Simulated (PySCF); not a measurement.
# C6H9BO

Geometry:
| atom | x (Å) | y (Å) | z (Å) |
| --- | --- | --- | --- |
| B1 | 0.872 | -0.879 | -1.038 |
| C2 | 1.759 | -0.023 | -0.060 |
| C3 | 1.130 | 0.751 | 0.821 |
| C4 | -0.371 | 0.751 | 0.775 |
| C5 | -0.791 | 1.044 | -0.673 |
| O6 | -0.507 | -0.146 | -1.384 |
| C7 | -0.521 | -1.263 | -0.444 |
| C8 | -0.890 | -0.689 | 0.907 |
| H9 | 1.295 | -1.433 | -1.983 |
| H10 | 2.840 | -0.050 | -0.073 |
| H11 | 1.623 | 1.390 | 1.541 |
| H12 | -0.819 | 1.440 | 1.490 |
| H13 | -1.867 | 1.240 | -0.746 |
| H14 | -0.235 | 1.869 | -1.126 |
| H15 | -1.153 | -2.066 | -0.811 |
| H16 | -0.402 | -1.231 | 1.716 |
| H17 | -1.970 | -0.692 | 1.077 |

The calculation used TDDFT B3LYP/def2-SVPD circular dichroism and optical rotation, one conformer, gas phase (PySCF). Geometry: GFN2-xTB.

The bonding changed while the geometry was optimised; results refer to the coordinates, not to the name. States above about 6.7 eV (minus the energy of the highest occupied orbital) lie near or above the ionisation threshold and depend on the basis.

Problem. Assign R or S to each stereocentre.

Solution. C4 S, C7 S.

Problem. Which excitations and rotatory strengths does the calculation give?

Solution. Rotatory strengths R in 10⁻⁴⁰ esu² cm², velocity form and length form (origin at the centre of mass); f in length form.
```
state  E (eV)  λ (nm)      f  R (velocity)  R (length)                                  main
    1    6.02     206  0.071          +2.1        +0.8      HOMO→LUMO 0.87, HOMO−1→LUMO 0.09
    2    6.16     201  0.014          -2.8        -3.7                      HOMO→LUMO+1 0.98
    3    6.50     191  0.002         +13.5       +13.6                      HOMO−2→LUMO 0.96
    4    6.85     181  0.090         +33.3       +32.9                      HOMO−1→LUMO 0.76
    5    6.98     178  0.004          -5.2        -4.8  HOMO→LUMO+2 0.43, HOMO−1→LUMO+1 0.26
    6    7.04     176  0.017          +5.9        +5.5    HOMO→LUMO+2 0.42, HOMO→LUMO+3 0.23
    7    7.13     174  0.019         -27.4       -24.2    HOMO→LUMO+3 0.35, HOMO→LUMO+5 0.28
    8    7.18     173  0.005          -4.5        -4.1  HOMO−1→LUMO+1 0.63, HOMO→LUMO+4 0.20
```

Among the states computed, the strongest CD band (largest |R|) is state 4. The largest dissymmetry factor in size, g = 4R/(D+G), with D and G the electric and magnetic dipole strengths, is +0.079 for state 3 (velocity form, f = 0.002), among bands with |R| over 0.5. The mirror image has the same energies and oscillator strengths and all R with the opposite sign.
